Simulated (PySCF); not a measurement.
## Frontier orbitals and the lowest excitations

Species: C₃H₉NOSi₂.
Cartesian coordinates in Å at the GFN2-xTB level; atoms count from 1:
```
atom  x, y, z in Å
C1     2.5753   -0.7303    0.4597
Si2    1.6839    0.9064    0.1300
O3     0.1200    0.6039   -0.2344
Si4   -1.3022   -0.1555   -0.3192
C5    -2.6519    0.8939    0.4929
C6    -1.1576   -1.7559    0.6510
N7    -1.0596   -2.7304    1.2453
H8     2.5881   -1.3603   -0.4261
H9     2.0818   -1.2939    1.2481
H10    3.6050   -0.5680    0.7626
H11    1.6474    1.7664    1.3139
H12    2.1846    1.5977   -1.0581
H13   -1.5244   -0.5055   -1.7212
H14   -2.7552    1.8510   -0.0113
H15   -2.4279    1.0964    1.5377
H16   -3.6150    0.3931    0.4527
```

Theory: TDDFT CAM-B3LYP/def2-SVPD, vertical, gas phase, core orbitals frozen in the response (PySCF 2.14.0, density-fitted response routines).

Kohn–Sham orbitals with the atoms that hold most of them (Löwdin shares over 4%, at most four atoms; ? is withheld):

| orbital | ε (eV) | atoms |
| --- | --- | --- |
| HOMO-3 | -11.44 | N7 47%, C6 37%, Si4 6% |
| HOMO-2 | -11.03 | N7 20%, C6 16%, C5 13%, Si2 11% |
| HOMO-1 | -10.28 | O3 26%, Si2 20%, C1 18%, H12 17% |
| HOMO | ? | ? |
| LUMO | 0.47 | ? |
| LUMO+1 | 0.76 | Si4 22%, C6 17%, N7 17%, C5 14% |
| LUMO+2 | 1.20 | Si2 23%, C1 14%, C6 11%, Si4 11% |

Question: Give the leading atoms of the HOMO.

Answer: O3 (bonded to 2 Si) 27%; Si2 (bonded to C, O and 2 H) 15%; H11 (bonded to Si) 12%; C1 (bonded to Si and 3 H) 12%.

Question: Give the leading atoms of the LUMO.

Answer: Si4 (bonded to 2 C, O and H) 23%; C6 (bonded to N and Si) 21%; N7 (bonded to C) 19%; O3 (bonded to 2 Si) 8%.

Question: What is the HOMO energy, and the HOMO–LUMO gap?

Answer: ε(HOMO) = -10.09 eV; the gap is 10.55 eV (0.3879 hartree).

Question: How does S1 compare with the orbital gap of 10.55 eV?

Answer: S1 is at 7.07 eV (f = 0.0021), 3.48 eV below the gap, made of HOMO→LUMO (32%), HOMO-2→LUMO (29%). Without the coupling terms of the response equations the lowest excitation would equal the gap.

Next come S2 at 7.43 eV (f 0.0034), HOMO→LUMO (47%), HOMO-3→LUMO+1 (10%); S3 at 7.49 eV (f 0.0079), HOMO-1→LUMO (29%), HOMO-3→LUMO (13%), HOMO-2→LUMO+1 (11%); S4 at 7.63 eV (f 0.0015), HOMO-3→LUMO+1 (15%), HOMO-3→LUMO (11%), HOMO→LUMO (10%); S5 at 7.65 eV (f 0.0034), HOMO-1→LUMO (34%), HOMO-3→LUMO (12%), HOMO-3→LUMO+1 (11%).

Löwdin shares depend on the basis, the more so with diffuse functions.

One conformer stands for the species.
